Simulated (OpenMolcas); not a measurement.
An atom or ion with 20 electrons was computed by MS-CASPT2, IPEA 0.25 Eh, imaginary shift 0.1 Eh with spin-orbit coupling (OpenMolcas, ANO-RCC-VQZP, DKH2). The lowest levels that the run gave, each within 12 % of the measured value where one is at hand:

```csv
J,Parity,E (cm⁻¹),g
2,even,0.0,0.666
3,even,201,1.084
4,even,460,1.251
2,even,7870,1.001
0,even,10990,
1,even,11060,1.501
2,even,11200,1.500
4,even,14310,1.000
0,even,31580,
1,even,38790,0.499
2,even,38910,1.167
3,even,39120,1.334
```

Question: Which ion is it, and what are the configurations and terms?

Answer: Ti2+ (Z = 22, charge +2; active space 2 electrons in 6 orbitals (3d 4s)). J, parity and g give the terms where levels are pure, and mixed ones are named by the computed weights; the size of the splittings, set against known spectra of the 20-electron sequence, gives the charge. In order, with the measured energies in cm⁻¹ (Corliss and Sugar, J. Phys. Chem. Ref. Data 8, 1 (1979)): 3d² ³F₂, 3d² ³F₃ (185), 3d² ³F₄ (420), 3d² ¹D₂ (8474), 3d² ³P₀ (10538), 3d² ³P₁ (10604), 3d² ³P₂ (10721), 3d² ¹G₄ (14398), 3d² ¹S₀ (32476), 3d 4s ³D₁, 3d 4s ³D₂ (38199), 3d 4s ³D₃ (38426).

CASPT2 does not keep the components of a term degenerate, so their means are used; among the terms shown or strongly mixed into the levels shown the widest spread is 920 cm-1 (3d² ¹G). Terms from blocks run as CI alone lack orbitals of their own. A single d shell beside an s shell can misplace configurations of different d count against each other. Computed and measured levels are paired by configuration, term and J; levels that our copy of the source lacks, or whose pairing is in doubt (as where it misses far off the trend of its configuration), stay unpaired and out of the deviations. Levels of configurations outside the active space are missing.
